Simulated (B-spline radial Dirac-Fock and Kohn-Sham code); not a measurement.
## Radiative decay of the M3 hole in Zr³⁺

System: zirconium as Zr³⁺ in the configuration [Kr] 4d1.

The run's input, task.json:

```json
{"items": [{
  "Z": 40,
  "q": 3,
  "cfg": [[1, 0, 2], [2, 0, 2], [2, 1, 6], [3, 0, 2], [3, 1, 6], [3, 2, 10], [4, 0, 2], [4, 1, 6], [4, 2, 1]],
  "A": 90,
  "rrms": 4.2694,
  "do": ["binding", "quiet", "decay"],
  "holes": ["K", "L1", "L2", "L3", "M1", "M2", "M3", "M4", "M5", "N1", "N2", "N3"]
}]}
```

Run with: `python xray_run.py task.json out`

Level of theory: independent-particle radiative and Coulomb Auger rates from relativistic LDA hole-state orbitals, with Dirac-Fock energies; an atomic code on a B-spline grid.

```csv
line,multipole,energy (eV),width (meV),share (%)
M3-M4,E1,151.7,0.0307,6.93
M3-M5,E1,154.1,0.292,65.9
M3-N1,E1,279.3,0.106,23.9
M3-N4,E1,339.6,0.00153,0.345
M3-N5,E1,339.8,0.0128,2.90
```

The listed lines hold 100.0 % of the radiative rate. The radiative width is 0.000443 eV in the length form and 0.000376 eV in the velocity form; the two differ because the transition energies are not eigenvalue differences of the potential that gave the orbitals.

Values without a named source are computed, but for edge energies of neutral atoms, which are taken from tables.
